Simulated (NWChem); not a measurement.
System: CH$_{3}$NOSn; SMILES O=C=[N][SnH3]

NWChem input:

```
start job
memory heap 200 mb stack 900 mb global 1100 mb
geometry units angstroms noautoz
  Sn     0.020216    -0.867672     0.031533
  N      0.277689     1.142152     0.361685
  C      0.004646     2.270363    -0.002324
  O     -0.214892     3.398327    -0.295564
  H      0.636003    -1.195442    -1.545572
  H      0.941508    -1.610618     1.278014
  H     -1.669989    -1.181715     0.166466
end
basis spherical
  * library def2-svp
end
ecp
  Sn library def2-ecp
end
dft
  xc m05-2x
  iterations 150
  mulliken
end
task dft energy
```

NWChem printed, in part:

```
             Northwest Computational Chemistry Package (NWChem) 7.3.0
             --------------------------------------------------------

 C1  symmetry detected

                             Geometry "geometry" -> ""
                             -------------------------

 Output coordinates in angstroms (scale by  1.889725989 to convert to a.u.)

  No.       Tag          Charge          X              Y              Z
 ---- ---------------- ---------- -------------- -------------- --------------
    1 Sn                  50.0000    -0.03179580     0.88652184    -0.00000355
    2 N                    7.0000     0.48159604    -1.10121909    -0.00004833
    3 C                    6.0000     0.08053162    -2.24972351     0.00009262
    4 O                    8.0000    -0.23192563    -3.39377765    -0.00001753
    5 H                    1.0000    -0.92871045     1.16843104     1.44566526
    6 H                    1.0000     1.48111805     1.70210760    -0.01934608
    7 H                    1.0000    -0.96157427     1.16046504    -1.42621882

 Effective nuclear repulsion energy (a.u.)     297.4961976289

                                 NWChem DFT Module
                                 -----------------

 Summary of "ao basis" -> "ao basis" (spherical)
 ------------------------------------------------------------------------------
       Tag                 Description            Shells   Functions and Types
 ---------------- ------------------------------  ------  ---------------------
 Sn                         def2-svp                10       26   4s4p2d
 N                          def2-svp                 6       14   3s2p1d
 C                          def2-svp                 6       14   3s2p1d
 O                          def2-svp                 6       14   3s2p1d
 H                          def2-svp                 3        5   2s1p

            General Information
            -------------------
          SCF calculation type: DFT
          Wavefunction type:  closed shell.
          No. of atoms     :     7
          No. of electrons :    46
           Alpha electrons :    23
            Beta electrons :    23
          Charge           :     0
          Spin multiplicity:     1
          Use of symmetry is: off; symmetry adaption is: off
          Maximum number of iterations: 150
          AO basis - number of functions:    83
                     number of shells:    37
          Convergence on energy requested:  1.00D-06
          Convergence on density requested:  1.00D-05
          Convergence on gradient requested:  5.00D-04

              XC Information
              --------------
                       M05-2X Method XC Functional
                     Hartree-Fock (Exact) Exchange  0.560
                M05-2X metaGGA Exchange Functional  0.440
                      M05-2X Correlation Potential  1.000

             Grid Information
             ----------------
          Grid used for XC integration:  medium
          Radial quadrature: Mura-Knowles
          Angular quadrature: Lebedev.
          Tag              B.-S. Rad. Rad. Pts. Rad. Cut. Ang. Pts.
          ---              ---------- --------- --------- ---------
          Sn                  1.45      123          10.0       590
          N                   0.65       49           9.0       434
          C                   0.70       49          11.0       434
          O                   0.60       49          13.0       434
          H                   0.35       45          11.0       434
          Grid pruning is: on
          Number of quadrature shells:   405
          Spatial weights used:  Erf1

      Superposition of Atomic Density Guess
      -------------------------------------

 Sum of atomic energies:        -417.15372603

      Non-variational initial energy
      ------------------------------

 Total energy =    -382.688618
 1-e energy   =    -933.115123
 2-e energy   =     385.247863
 HOMO         =      -0.348539
 LUMO         =       0.024973

     ---------------------------------------------
      Total Density - Mulliken Population Analysis
     ---------------------------------------------

    Atom       Charge   Shell Charges
 -----------   ------   -------------------------------------------------------
    1 Sn  22    21.10   1.60  0.42  0.92  0.33  3.25  2.75  1.13  0.61  9.75  0.34
    2 N    7     7.78   1.99  1.06  0.52  2.49  1.69  0.02
    3 C    6     5.19   1.99  0.89  0.15  1.50  0.55  0.10
    4 O    8     8.60   1.99  1.13  0.65  2.99  1.83  0.01
    5 H    1     1.11   0.65  0.45  0.01
    6 H    1     1.11   0.65  0.45  0.01
    7 H    1     1.11   0.65  0.45  0.01

   convergence    iter        energy       DeltaE   RMS-Dens  Diis-err
 ---------------- ----- ----------------- --------- --------- ---------
 d= 0,ls=0.0,diis     1   -383.8592832557 -5.49D+02  1.26D-02  7.18D-01
 d= 0,ls=0.0,diis     2   -383.8497395984  9.54D-03  6.09D-03  1.09D+00
 d= 0,ls=0.0,diis     3   -383.9481643020 -9.84D-02  1.24D-03  1.58D-02
 d= 0,ls=0.0,diis     4   -383.9486752486 -5.11D-04  6.87D-04  1.07D-02
 d= 0,ls=0.0,diis     5   -383.9497322208 -1.06D-03  1.74D-04  4.61D-04
  Resetting Diis
 d= 0,ls=0.0,diis     6   -383.9497850549 -5.28D-05  3.64D-05  7.24D-06
 d= 0,ls=0.0,diis     7   -383.9497861083 -1.05D-06  8.90D-06  2.61D-07
 d= 0,ls=0.0,diis     8   -383.9497861404 -3.21D-08  3.25D-06  1.82D-07

         Total DFT energy =     -383.949786140369
      One electron energy =     -934.592668307803
           Coulomb energy =      425.380821463563
    Exchange-Corr. energy =      -39.916581024169
 Nuclear repulsion energy =      165.178641728040

 Numeric. integr. density =       46.000016697192

                       DFT Final Molecular Orbital Analysis
                       ------------------------------------

 Vector   21  Occ=2.000000D+00  E=-4.113645D-01
              MO Center=  5.1D-01,  8.8D-01, -8.7D-03, r^2= 4.0D+00
   Bfn.  Coefficient  Atom+Function         Bfn.  Coefficient  Atom+Function
  ----- ------------  ---------------      ----- ------------  ---------------
    74      0.350103  6 H  s                 11      0.332810  1 Sn px
    75      0.212539  6 H  s                 58     -0.162797  4 O  px
    79     -0.146876  7 H  s                 69     -0.145644  5 H  s
    14      0.128030  1 Sn px                12      0.126086  1 Sn py
    30     -0.119482  2 N  px                 8     -0.116680  1 Sn px

 Vector   22  Occ=2.000000D+00  E=-3.520158D-01
              MO Center=  2.4D-01, -1.5D+00, -3.2D-03, r^2= 3.6D+00
   Bfn.  Coefficient  Atom+Function         Bfn.  Coefficient  Atom+Function
  ----- ------------  ---------------      ----- ------------  ---------------
    30      0.421540  2 N  px                58      0.356593  4 O  px
    33     -0.347153  2 N  px                61      0.274136  4 O  px
    75      0.125559  6 H  s                 74      0.124148  6 H  s
    11      0.112450  1 Sn px                59     -0.105489  4 O  py
    79     -0.100419  7 H  s                 69     -0.097329  5 H  s

 Vector   23  Occ=2.000000D+00  E=-3.473554D-01
              MO Center=  6.3D-02, -1.5D+00,  3.4D-03, r^2= 3.4D+00
   Bfn.  Coefficient  Atom+Function         Bfn.  Coefficient  Atom+Function
  ----- ------------  ---------------      ----- ------------  ---------------
    32      0.435770  2 N  pz                60      0.377522  4 O  pz
    35     -0.359791  2 N  pz                63      0.289985  4 O  pz
    69      0.133027  5 H  s                 70      0.131460  5 H  s
    79     -0.131141  7 H  s                 80     -0.129625  7 H  s
    46     -0.105161  3 C  pz                13      0.096832  1 Sn pz

 Vector   24  Occ=0.000000D+00  E= 1.402222D-02
              MO Center= -1.3D-01,  9.6D-01,  2.2D-04, r^2= 5.0D+00
   Bfn.  Coefficient  Atom+Function         Bfn.  Coefficient  Atom+Function
  ----- ------------  ---------------      ----- ------------  ---------------
    15      1.044384  1 Sn py                29      0.418475  2 N  s
    12      0.317339  1 Sn py                75     -0.316124  6 H  s
    48      0.265064  3 C  py                34      0.251589  2 N  py
     3     -0.213992  1 Sn s                 57      0.190693  4 O  s
    28      0.182726  2 N  s                 44     -0.139088  3 C  px

 Vector   25  Occ=0.000000D+00  E= 3.979045D-02
              MO Center= -2.5D-01,  8.5D-01, -6.9D-04, r^2= 4.9D+00
   Bfn.  Coefficient  Atom+Function         Bfn.  Coefficient  Atom+Function
  ----- ------------  ---------------      ----- ------------  ---------------
     3      0.984621  1 Sn s                  4      0.829921  1 Sn s
    80     -0.786263  7 H  s                 70     -0.780122  5 H  s
    75     -0.497014  6 H  s                  2     -0.304468  1 Sn s
    14     -0.281797  1 Sn px                 1     -0.235739  1 Sn s
    69     -0.219552  5 H  s                 79     -0.220589  7 H  s

 Vector   26  Occ=0.000000D+00  E= 5.780229D-02
              MO Center=  2.6D-01,  3.0D-01, -4.7D-03, r^2= 5.7D+00
   Bfn.  Coefficient  Atom+Function         Bfn.  Coefficient  Atom+Function
  ----- ------------  ---------------      ----- ------------  ---------------
    16      1.230160  1 Sn pz                70     -0.854647  5 H  s
    80      0.842336  7 H  s                 13      0.324998  1 Sn pz
    49     -0.287398  3 C  pz                46     -0.277813  3 C  pz
    63      0.195609  4 O  pz                60      0.168696  4 O  pz
    20      0.150512  1 Sn d  1              69     -0.148563  5 H  s

     ---------------------------------------------
      Total Density - Mulliken Population Analysis
     ---------------------------------------------

[...]
```

Level: M05-2X/def2-SVP with def2 effective core potentials on Sn. Structure relaxed at the PBE-D3(BJ)/def2-SVP level. def2 effective core potentials on Sn; no spin-orbit coupling.
